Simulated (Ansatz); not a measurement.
Cost and result up the ladder for the cluster PbF2 (3 atoms). The state is a singlet with charge 0. Geometry: PBE0-D4/def2-TZVP.

Cartesian coordinates in Å:
```
Pb -0.657 0.386 0.491
F -0.540 -1.422 -0.443
F 1.197 1.036 -0.048
```

Ansatz on 4 threads of Arm Neoverse V1 on a shared host. Times are rough, and most runs start from the orbitals of an earlier one. ωB97M-V/def2-TZVP serves as the yardstick here, not as an exact answer. Differences are given only for rows in sets of like size (and for xTB, whose basis is part of the method), since another set adds its own error. Binding counts from free atoms at the same level (Pb triplet, F doublet; other spins of the atoms weren't run), without zero-point energy or a counterpoise term.

In the def2 sets Pb takes a core potential; there is no spin–orbit coupling. Correlated methods freeze 6 core orbitals; core or outer-core shells of Pb are correlated, in sets that lack core-valence functions. The structure comes from a short search, and lower isomers may exist.

Correlated methods converge slowly with the basis.

```csv
level,functions,wall time,binding energy per atom (eV),difference from ωB97M-V/def2-TZVP (eV)
LDA (SPW92)/def2-TZVP,112,0.4 s,3.96,0.75
PBE0-D4/def2-SVP,54,0.45 s,3.03,–
PBE-D4/def2-TZVP,112,0.65 s,3.44,0.23
MP2/def2-TZVP,112,0.8 s,3.30,0.09
PBE-D4/def2-TZVPD,136,0.85 s,3.46,0.25
CAM-B3LYP-D4/def2-TZVP,112,0.95 s,3.26,0.05
PBE0-D4/def2-TZVPD,136,1.3 s,3.17,-0.04
PBE0-D4/def2-TZVP,112,1.4 s,3.16,-0.05
RPA@PBE/def2-TZVP,112,1.4 s,2.80,-0.41
r2SCAN-D4/def2-TZVP (with forces),112,1.5 s,3.26,0.05
r2SCAN-D4/def2-TZVPD,136,1.8 s,3.28,0.07
ωB97M-V/def2-TZVP,112,2.7 s,3.21,0.00
CCSD(T)/def2-TZVPP,112,3.9 s,3.10,-0.11
CCSD(T)/def2-TZVPD,136,7.5 s,3.16,-0.05
```
